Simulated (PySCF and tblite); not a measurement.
Results of a calculation; reference values are marked as such.
System: C5H10FN, numbered as in [CH3:1][N:2]1[CH2:3][CH2:4][C@@H:5]([F:6])[CH2:7]1.

Geometries: GFN2-xTB; energies: PBE0/pcSseg-1 + D3(BJ), IEF-PCM water; zero-point and thermal terms from GFN2-xTB harmonic modes (soft modes blended into free rotors). Rates follow Eyring's equation with the number of equivalent paths and no tunnelling. (PySCF 2.14 with density fitting, tblite 0.8.)

(1) What barrier does the pyramidal inversion at N2 meet, and how fast is it at 298 K?

## Answers

(1) The electronic barrier is 5.5 kcal/mol and ΔG‡(298 K) 4.1 kcal/mol, over a C1 saddle with an imaginary mode of 286i cm⁻¹ (GFN2-xTB). With 1 equivalent path, k is 5.9×10⁹ s⁻¹, a mean lifetime of the start of 170 ps against this motion. The end lies 0.1 kcal/mol above the start in free energy.
